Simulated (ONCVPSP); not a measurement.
## What one change does to a pseudopotential (indium, ONCV)

| Quantity | Value |
| --- | --- |
| Element | indium |
| Generator | ONCVPSP 4.0.1 |
| Type | optimised norm-conserving Vanderbilt (ONCV) |
| Functional | LDA (Perdew-Zunger) |
| Relativity | scalar-relativistic |
| Frozen core | [Kr] |
| Valence charge | 13 |
| Reference configuration | 4d10 5s1 5p2 |
| Partial waves | 5s: rc 2.05 bohr, ncon 3, nbas 6, qcut 2.9 1/bohr, 2 projectors, debl 1.9 Ha; 5p: rc 2.30 bohr, ncon 4, nbas 9, qcut 2.9 1/bohr, 3 projectors, debl 0.6 Ha; 4d: rc 1.50 bohr, ncon 5, nbas 9, qcut 10.9 1/bohr, 2 projectors, debl 3.3 Ha |
| Local potential | polynomial inside 1.35 bohr (lpopt 5, dvloc0 -1 Ha) |
| Core correction | none |

Change: d: rc 2.

Cutoffs: the cutoffs (Ha) at which the residual kinetic energy of the hardest occupied pseudo-wave falls to 1 and 0.1 mHa per electron; they do not see the model core or the augmentation charge, which bear on the density cutoff. Errors are all-electron minus pseudo energies relative to the spin-unpolarised reference configuration.

Predict the effect on cutoff, ghosts and configuration errors.

The potential gets softer (40 Ha and 46 Ha → 31 Ha and 36 Ha); both files keep a bound ghost (p, s); of the 4 tests that both files solve, the error grows in 1 and shrinks in 0 by more than 15 % and 0.3 meV (median size 2.5 → 3.8 meV). A larger radius leaves more room for a smooth pseudo-wave, so fewer plane waves are needed.

```csv
quantity,base,changed
"cutoff, loose",40 Ha,31 Ha
"cutoff, tight",46 Ha,36 Ha
loose cutoff by channel,"s 8.8 Ha, p 4.1 Ha, d 40 Ha","s 8.8 Ha, p 4.1 Ha, d 31 Ha"
bound ghosts,"s, p","s, p"
GHOST(+) flags under 300 eV,p at 114.8 eV,p at 114.8 eV
"error for 4d10 5s2 5p1, meV [ΔE -5.94 eV]",0.0,+0.2
"error for 4d10 5s2 5p0, meV [ΔE -0.34 eV]",-2.9,-2.9
"error for 4d10 5s1 5p0, meV [ΔE 19.32 eV]",-5.3,-4.7
"error for 4d10 5s0 5p0, meV [ΔE 48.06 eV]",+2.1,+5.9
s: phases at 2.08 bohr within 0.05 rad from the reference energy up to (Ha; the scan ends near 5),3.8,3.8
p: phases at 2.34 bohr within 0.05 rad from the reference energy up to (Ha; the scan ends near 5),3.5,3.5
```

 A true bound ghost makes a file unfit for plane-wave use even where its test errors are small: the radial tests pick states by their node count and pass the ghost by.
